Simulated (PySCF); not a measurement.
Cl₄SW (SMILES [S]=[W]([Cl])([Cl])([Cl])[Cl]), singlet, geometry from GFN2-xTB (such geometries of metal compounds can be far from the true shape) (core potentials on W); DF-BLYP/def2-SVP in PySCF.

Input for PySCF:
```python
from pyscf import gto, scf, dft

mol = gto.Mole()
mol.atom = '''
    W     0.05136557   -0.02213398    0.05443562
    S     1.49823173   -0.64560426    1.58777894
    Cl   -1.46040727    0.62930529   -1.54769376
    Cl    0.27309176    2.15259903    0.49173666
    Cl    1.19778788   -0.92365033   -1.63163749
    Cl   -1.64416414   -1.15427854    0.95625937
'''
mol.basis = 'def2-svp'
mol.ecp = {'W': 'def2-svp'}
mol.verbose = 4
mol.build()

mf = dft.RKS(mol)
mf.xc = 'blyp'
mf = mf.density_fit(auxbasis='def2-universal-jkfit')
mf.kernel()
```

### Question
Write the output that PySCF gives for this input, abridged.

### Answer

```
PySCF version 2.14.0

[INPUT] verbose = 4
[INPUT] num. atoms = 6
[INPUT] num. electrons = 98
[INPUT] charge = 0
[INPUT] spin (= nelec alpha-beta = 2S) = 0
[INPUT] symmetry False subgroup None
[INPUT] Mole.unit = angstrom
[INPUT] Symbol           X                Y                Z      unit          X                Y                Z       unit  Magmom
[INPUT]  1 W      0.051365570000  -0.022133980000   0.054435620000 AA    0.097066859532  -0.041827160247   0.102868413221 Bohr   0.0
[INPUT]  2 S      1.498231730000  -0.645604260000   1.587778940000 AA    2.831247640833  -1.220015236252   3.000467342952 Bohr   0.0
[INPUT]  3 Cl    -1.460407270000   0.629305290000  -1.547693760000 AA   -2.759769770624   1.189214646840  -2.924717331098 Bohr   0.0
[INPUT]  4 Cl     0.273091760000   2.152599030000   0.491736660000 AA    0.516068633275   4.067822622704   0.929247612808 Bohr   0.0
[INPUT]  5 Cl     1.197787880000  -0.923650330000  -1.631637490000 AA    2.263491048523  -1.745446158564  -3.083347990673 Bohr   0.0
[INPUT]  6 Cl    -1.644164140000  -1.154278540000   0.956259370000 AA   -3.107019928431  -2.181270312063   1.807068313349 Bohr   0.0

nuclear repulsion = 711.423414671496
number of shells = 52
number of NR pGTOs = 237
number of NR cGTOs = 122
basis = def2-svp
ecp = {'W': 'def2-svp'}

******** <class 'pyscf.df.df_jk.DFRKS'> ********
method = DFRKS
initial guess = minao
damping factor = 0
level_shift factor = 0
DIIS = <class 'pyscf.scf.diis.CDIIS'>
diis_start_cycle = 1
diis_space = 8
diis_damp = 0
SCF conv_tol = 1e-09
SCF conv_tol_grad = None
SCF max_cycles = 50
direct_scf = False
XC library pyscf.dft.libxc version 7.1.2
    S. Lehtola, C. Steigemann, M. J. T. Oliveira, and M. A. L. Marques,  SoftwareX 7, 1–5 (2018)
XC functionals = blyp
    A. D. Becke,  Phys. Rev. A 38, 3098 (1988)
    C. Lee, W. Yang, and R. G. Parr,  Phys. Rev. B 37, 785 (1988)
    B. Miehlich, A. Savin, H. Stoll, and H. Preuss,  Chem. Phys. Lett. 157, 200 (1989)
radial grids:
    Treutler-Ahlrichs [JCP 102, 346 (1995); DOI:10.1063/1.469408] (M4) radial grids

becke partition: Becke, JCP 88, 2547 (1988); DOI:10.1063/1.454033
pruning grids: <function nwchem_prune>
grids dens level: 3
symmetrized grids: False
atomic radii adjust function: <function treutler_atomic_radii_adjust>
small_rho_cutoff = 0
Set gradient conv threshold to 3.16228e-05
Initial guess from minao.
tot grids = 118712
init E= -2293.48746061451
  HOMO = -0.463965836634118  LUMO = -0.345616492422731  gap/eV = 3.22045
cycle= 1 E= -2305.4330842568  delta_E= -11.9  |g|= 0.699  |ddm|= 7.57
  HOMO = -0.215635505199181  LUMO = -0.193869697054432  gap/eV = 0.59228
cycle= 2 E= -2302.65879513953  delta_E= 2.77  |g|=  3.2  |ddm|= 3.55
  HOMO = -0.217280425802969  LUMO = -0.118015838161787  gap/eV = 2.70113
cycle= 3 E= -2305.43063466807  delta_E= -2.77  |g|= 0.658  |ddm|= 3.48
  HOMO = -0.236818753852099  LUMO = -0.154066954310288  gap/eV = 2.25179
cycle= 4 E= -2305.47446541082  delta_E= -0.0438  |g|= 0.535  |ddm|= 1.31
  HOMO = -0.257052110065776  LUMO = -0.169275847913768  gap/eV = 2.38851
cycle= 5 E= -2305.54682913982  delta_E= -0.0724  |g|= 0.245  |ddm|= 0.85
  HOMO = -0.252019558038599  LUMO = -0.161972992897523  gap/eV = 2.45029
cycle= 6 E= -2305.56519274611  delta_E= -0.0184  |g|= 0.0805  |ddm|= 0.348
  HOMO = -0.252209998345943  LUMO = -0.160179501634369  gap/eV = 2.50428
cycle= 7 E= -2305.56648604042  delta_E= -0.00129  |g|= 0.0386  |ddm|= 0.0518
  HOMO = -0.252679297808084  LUMO = -0.160728286939098  gap/eV = 2.50211
cycle= 8 E= -2305.56691500073  delta_E= -0.000429  |g|= 0.017  |ddm|= 0.0392
  HOMO = -0.252873842370989  LUMO = -0.160632078361441  gap/eV = 2.51003
cycle= 9 E= -2305.56699203501  delta_E= -7.7e-05  |g|= 0.00505  |ddm|= 0.0129
  HOMO = -0.252943313341669  LUMO = -0.160579488850271  gap/eV = 2.51335
cycle= 10 E= -2305.56699917304  delta_E= -7.14e-06  |g|= 0.000617  |ddm|= 0.00561
  HOMO = -0.25293058340816  LUMO = -0.160567764881168  gap/eV = 2.51332
cycle= 11 E= -2305.56699927764  delta_E= -1.05e-07  |g|= 9.51e-05  |ddm|= 0.000691
  HOMO = -0.252930874719584  LUMO = -0.160569734333831  gap/eV = 2.51327
cycle= 12 E= -2305.56699928035  delta_E= -2.71e-09  |g|= 1.21e-05  |ddm|= 0.00011
  HOMO = -0.252931379039787  LUMO = -0.160570384213761  gap/eV = 2.51327
cycle= 13 E= -2305.5669992804  delta_E= -4.77e-11  |g|= 3.15e-06  |ddm|= 1.24e-05
  HOMO = -0.252930947753804  LUMO = -0.160570605426957  gap/eV = 2.51325
Extra cycle  E= -2305.56699928028  delta_E= 1.23e-10  |g|= 2.02e-05  |ddm|= 2.28e-05
converged SCF energy = -2305.56699928028
```
